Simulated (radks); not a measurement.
Task: Sc2+, 19 electrons, occupied as [Ar] 3d1. All-electron calculation, Dirac Kohn-Sham, BLYP, spin-unpolarised, spherical densities, finite nucleus; open shells fill j = l - 1/2 first; Fermi nuclear charge, rms radius 3.5459 fm. Program: a radial shooting solver on a logarithmic mesh with Libxc functionals. Some entries of the table are withheld. Estimate them.

orbital,occ.,eigenvalue (hartree),<r> (bohr),<r^2> (bohr^2)
1s1/2,2,-162.2206,0.07304,0.007175
2s1/2,2,-17.99687,(1),0.1397
2p1/2,2,-14.95637,0.3059,0.1157
2p3/2,4,-14.78549,0.3085,0.1176
3s1/2,2,-2.57993,1.073,1.329
3p1/2,2,(2),1.158,1.579
3p3/2,4,(3),1.166,1.601
3d3/2,1,-0.65916,1.585,3.198
3d5/2,0,-0.65784,1.588,3.211
4s1/2,0,-0.59331,(4),10.59
4p1/2,0,-0.44180,(5),14.52
4p3/2,0,-0.43963,(6),14.65

Result: 
(1) 2s1/2 <r> (bohr): 0.3435
(2) 3p1/2 eigenvalue (hartree): -1.80662
(3) 3p3/2 eigenvalue (hartree): -1.78763
(4) 4s1/2 <r> (bohr): 3.065
(5) 4p1/2 <r> (bohr): 3.581
(6) 4p3/2 <r> (bohr): 3.597
